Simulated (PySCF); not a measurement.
Compound: C₂H₁₀AlAs.
SMILES with atom numbers: `[H][As+:4]([H])([H])[AlH2-:3][CH2:2][CH3:1]` (hydrogens: H5, H6, H7 on C1; H8, H9 on C2; H10, H11 on Al3; H12, H13, H14 on As4)

Method: PBE0-D3(BJ)/def2-SVP geometry optimisation, gas phase (PySCF 2.14.0); density fitting, grid level 1; the optimiser is geomeTRIC in internal coordinates, started from a GFN2-xTB structure with every atom displaced at random (about 0.01 Å).

Step 0: E = -69650.0887 eV
```
atom  x, y, z in Å  |  force x, y, z in eV/Å
C1     -1.5623   -0.1395   -0.9531   -1.111   1.174   0.160
C2     -1.4812   -0.0921    0.5767    0.207   0.189  -0.366
Al3     0.0946    1.0912    0.8823   -0.576  -0.552   0.601
As4     1.9548   -0.7149    0.0858   -1.168   0.097  -0.328
H5     -2.3487   -0.8138   -1.3213    0.048  -0.202  -0.131
H6     -1.8226    0.8858   -1.3394    0.240  -0.704   0.043
H7     -0.6084   -0.4128   -1.3968    0.388  -0.242  -0.380
H8     -1.2979   -1.1151    0.9294    0.111  -0.123   0.360
H9     -2.4506    0.2117    1.0106    0.126   0.106  -0.006
H10     0.5068    2.0832   -0.2496    0.065   0.311  -0.488
H11     0.8492    1.3609    2.2494    0.061  -0.065   0.290
H12     2.5664    0.1069   -0.9645    0.374   0.592  -0.828
H13     3.0702   -0.5067    0.9640    1.361   0.210   1.276
H14     2.5225   -1.9596   -0.4813   -0.127  -0.791  -0.202
```

Task: Estimate the geometry and energy of step 1. (The exact step hangs on the optimiser's Hessian estimate; all steps are aligned on step 0, rigid shifts and turns removed.)

Result: E = -69650.3589 eV, largest force 0.576 eV/Å
```
atom  x, y, z in Å  |  force x, y, z in eV/Å
C1     -1.6586   -0.1512   -0.9783   -0.310   0.460   0.142
C2     -1.4936   -0.0609    0.5486    0.138  -0.057  -0.459
Al3     0.1016    1.0701    0.8986   -0.272  -0.240   0.230
As4     2.0485   -0.6768    0.1074    0.442   0.326  -0.174
H5     -2.4744   -0.8255   -1.2865    0.072  -0.126  -0.022
H6     -1.9023    0.8416   -1.4043    0.083  -0.148   0.002
H7     -0.7293   -0.4766   -1.4714    0.009  -0.125  -0.099
H8     -1.3188   -1.0833    0.9267   -0.017   0.047   0.255
H9     -2.4370    0.2871    1.0048    0.098   0.034   0.078
H10     0.5444    2.0876   -0.2379    0.009   0.112  -0.169
H11     0.8312    1.2927    2.3026   -0.052  -0.067   0.116
H12     2.7106    0.1660   -0.9552    0.012   0.071  -0.149
H13     3.2214   -0.5214    1.0422    0.045  -0.077   0.188
H14     2.5493   -1.9646   -0.5052   -0.258  -0.209   0.060
```

The energy changes by -0.2702 eV. The first-order estimate −F·Δx gives -0.4138 eV and the mean of the old and new forces, exact on a quadratic surface, -0.2708 eV. The step makes an angle of 72° with the force vector and moves no atom by more than 0.171 Å.

What follows is the cost of the whole optimisation. The run took 83 s on an Arm Neoverse V2 with one thread, shared host, and the process peaked at 0.54 GiB of memory.
